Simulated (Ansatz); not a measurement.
Input for Ansatz (development build ahead of 0.2.0):

```yaml
crystal:
  periodic: [false, false, false]
  atoms:
    - { symbol: Zn, position_ang: [0.0, 0.0, 0.0] }
    - { symbol: F, position_ang: [0.0, 1.349, 0.9446] }
    - { symbol: P, position_ang: [0.0, -1.7258, 1.2084] }
basis:
  gaussian: { orbitals: pcseg-2 }
magnetization:
  spin_polarized: true
  initial_magnetization: 4
hamiltonian:
  xc: { name: wB97X }
```

The input is written out in the form of the current development build from the run's settings.

Output:

```
Converged                       : yes
Total energy                    : -2220.51562 hartree
Spin squared of the determinant : 6.004
Stability test                  : minimum
```

Caution: other spin multiplicities may lie lower.
